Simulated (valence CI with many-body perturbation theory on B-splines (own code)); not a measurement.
Rh XXX in brief

Computed by relativistic CI+MBPT: six valence electrons over a frozen Dirac-Fock core [Ne], radial functions for each j: 9 s, 9 p, 8 d, 6 f, 3 g, 1 h, with the one-electron correlation potential Σ1 (screened to all orders), the two-electron term Σ2, the three-electron term Σ3, Breit, model QED; selected single and double excitations, second order for the rest, scaled by the run's own slope (own B-spline code, finite nucleus).

No measured spectrum was set against this ion. As an estimate, large intervals hold to a few tenths of a per cent, small ones and those within an open d or f shell to about a per cent. Among the levels kept, up to 1500 cm⁻¹ of a level comes from second order outside the variational space, and about a tenth of that is noise between levels of different J, which matters for small intervals.

Levels are named by their leading jj configuration (3d3/2^4 stands for four electrons in 3d with j = 3/2), which in mixed levels can hold well under half, so a name can repeat and another be missing.

Rates and lifetimes use the calculated energies. Strong lines usually hold to 10 to 20 %, long lifetimes can be off by a factor of two.

Question: What is the ground level?

Answer: (3s^2 3p1/2^2 3p3/2^2) J=2, composition 75 % 3s²3p⁴ ³P + 23 % 3s²3p⁴ ¹D, g = 1.377.

Question: Among levels below 189.47 eV, which E1 lines absorb most strongly from the ground level?

Answer: to (3s^2 3p1/2 3p3/2^2 3d3/2) J=3 at 7.074 nm, f = 0.275; to (3s^2 3p1/2 3p3/2^2 3d3/2) J=2 at 7.109 nm, f = 0.155; to (3s^2 3p1/2 3p3/2^2 3d3/2) J=1 at 6.906 nm, f = 0.127.

Question: What is the ionisation energy?

Answer: 1680.7 eV; NIST lists 1677.6 ± 2.2 eV (semi-empirical).

Question: What are the static dipole polarisabilities of the lowest levels?

Answer: (3s^2 3p1/2^2 3p3/2^2) J=2 0.0304 (tensor 0.00081); (3s^2 3p1/2^2 3p3/2^2) J=0 0.0302; (3s^2 3p1/2 3p3/2^3) J=1 0.0322 (tensor -0.0012); (3s^2 3p1/2 3p3/2^3) J=2 0.0320 (tensor -0.0032) bohr³, of which the core gives 0.000432.

Question: How well does LS coupling describe the low levels?

Answer: Among the lowest 20 levels the leading LS term, summed over configurations, holds 57 % on average. For single configurations the figures are 52 % in LS and 73 % in jj coupling. Terms mix most in the J = 2 level at 121.41 eV, where the leading one holds 32 %.
